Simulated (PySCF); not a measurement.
CaH2O2, SMILES [OH][Ca][OH].

The structure is a stationary point at B3LYP-D3(BJ)/def2-TZVP. One conformer was computed; it need not be the lowest.

Level of theory: PySCF with IEF-PCM-ωB97X/def2-SVP.

The values are the electrostatic part of the solvation free energy, E(continuum) − E(gas) at the gas-phase geometry, in a cavity of scaled van der Waals radii (PySCF's table); cavitation and dispersion terms are not included. A continuum can't describe solvent molecules that bind to the metal. In vacuum the orbital gap is 9.75 eV. The dipole moment in vacuum is 0.17 D.

```tsv
solvent	ε	ΔG(elec) (kcal/mol)	dipole (D)	gap (eV)
water	78.36	(withheld)	(withheld)	(withheld)
chlorobenzene	5.70	-7.1	0.18	10.15
ethanol	24.85	-9.0	0.18	10.25
```

**Question.** Some entries are withheld; supply them. (Estimate from the structure and the level; the computed values follow.)

**Answer.** 
- water, ΔG(elec) (kcal/mol): -9.4
- water, dipole (D): 0.18
- water, gap (eV): 10.27
